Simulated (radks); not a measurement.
The numbers below are computed, except where a source is named.
Species: Xe. Configuration: [Xe]. Level of theory: Dirac Kohn-Sham, PBE, spin-unpolarised, spherical densities, finite nucleus; Fermi nuclear charge, rms radius 4.7859 fm (a radial shooting solver on a logarithmic mesh with Libxc functionals).

Spin-orbit splittings of the eigenvalues, e(l+1/2) - e(l-1/2), with zeta = 2 splitting/(2l+1) and mean radii in bohr:

| shell | occ. | splitting (eV) | zeta (eV) | <r> j=l-1/2 | <r> j=l+1/2 |
|---|---|---|---|---|---|
| 2p | 6 | 324.6 | 216.4 | 0.09621 | 0.1020 |
| 3p | 6 | 61.66 | 41.11 | 0.2962 | 0.3078 |
| 3d | 10 | ? | ? | 0.2787 | 0.2824 |
| 4p | 6 | 12.29 | 8.195 | 0.7459 | 0.7737 |
| 4d | 10 | 1.985 | 0.7938 | 0.8707 | 0.8816 |
| 5p | 6 | 1.231 | 0.8208 | 2.233 | 2.353 |

Estimate the 3d splitting.

Answer. 13.03 eV (zeta = 5.212 eV).
